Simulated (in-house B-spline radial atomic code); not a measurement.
The numbers below are computed, except where a source is named.
# Two electrons in Si: a parabolic dot with ħω = 1.99 meV in all three directions

For Si the NSM archive of the Ioffe Institute lists m_l = 0.98 m0, m_t = 0.19 m0 and ε = 11.7; the model takes one isotropic valley with the conductivity mass 3/(1/m_l + 2/m_t) = 0.26 m0, and so misses anisotropy and the other valleys. All triplets below are those of one valley; with several valleys two electrons can form a triplet in the 1s orbital itself, at an energy set by the valley splitting.

Effective-mass model with parabolic bands, a uniform dielectric constant, no image charges, no central-cell or spin-orbit terms. Two-electron levels come from full CI in B-splines with partial waves to l = 5 (up to 0.001 effective hartree above the limit).

**Question.** What are the effective units, and what is the potential in them?

**Answer.** Ha* = 27211.386 meV × 0.26/11.7² = 51.68 meV and a* = 0.0529177 nm × 11.7/0.26 = 2.381 nm. The frequency is ω = 0.0386 Ha*. The one-electron levels are 3ω/2 = 0.0579 and 5ω/2 = 0.0965 Ha*.

In these units the lowest s and p orbitals lie at 0.057900 and 0.096500, and their Coulomb and exchange integrals are J_ss = 0.156759, J_sp = 0.130633 and K_sp = 0.02613. (For a parabolic well J_ss = √(2ω/π).) Full CI gives 0.229130 for the ground singlet, 0.245195 for the sp triplet, 0.267733 for the sp singlet and 0.283796 for the lowest triplet of two s orbitals.

**Question.** What does it cost to add the second electron, to first order and exactly?

**Answer.** To first order E = 2ε_s + J_ss = 0.272559, so the charging energy E(2) − 2E(1) is J_ss = 8.102 meV. CI gives 0.229130 − 2 × (0.057900) = 0.113330, or 5.857 meV: relaxation and correlation lower it by 2.245 meV, 27.7 % of J_ss. The s² configuration of one-electron orbitals holds 68.8 % of the state, and the mean radius is 17.5 nm.

**Question.** How far above the singlet do the triplets lie?

**Answer.** To first order the sp triplet lies at ε_s + ε_p + J_sp − K_sp = 0.258906, which is 0.7056 meV below 2ε_s + J_ss, so first order fails: the exact ground state of two electrons is a singlet. CI gives 0.245195 − (0.229130) = 0.016065, or 0.8303 meV, 42 % of the orbital spacing of 1.995 meV. The ss triplet lies 2.825 meV up, so the lower of the two is the sp one, and its gap equals k_BT at 9.64 K. The sp singlet-triplet splitting is 1.165 meV, against 2K_sp = 2.701 meV. The sp singlet lies ħω above the ground state (0.038604 against 0.0386), as Kohn's theorem demands for a parabolic well.
